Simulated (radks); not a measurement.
Initial-state core-level shifts of the zinc ion Zn+ when its valence configuration changes from [Ar] 3d10 4s1. All-electron calculation, scalar-relativistic Kohn-Sham, r2SCAN, spin-polarised, spherical densities, finite nucleus; open shells are filled with parallel spins first; meta-GGA in the generalised Kohn-Sham scheme; Fermi nuclear charge, rms radius 3.9283 fm. Program: a radial shooting solver on a logarithmic mesh with Libxc functionals. Shifts are changes of the shell-averaged eigenvalues in eV (positive: less bound); the change of the density at the nucleus, which sets a Mossbauer isomer shift, is in e/bohr^3, on a base of 2.531e+04.

valence,1s,2p,3s,3p,density at nucleus
3d9 4s2,-8.023,-8.797,-7.742,-7.536,+17.717
3d9.5 4s1 4p0.5,-4.621,-4.941,-4.533,-4.434,+2.228
3d9.5 4s0.5 4p1,-5.547,-5.814,-5.448,-5.350,-3.919
3d10 4p1,-1.907,-1.792,-1.896,-1.900,-11.366
3d8 4s2 4p1,-18.746,-20.400,-17.773,-17.326,+26.101
3d8 4s1 4p2,-19.829,-21.447,-18.871,-18.415,+11.419
3d9.5 4s1.5,-3.898,-4.265,-3.795,-3.696,+8.335
3d7 4s2 4p2,-30.188,-32.920,-28.034,-27.324,+35.808
3d9 4s1 4p1,-9.475,-10.173,-9.204,-8.994,+4.954
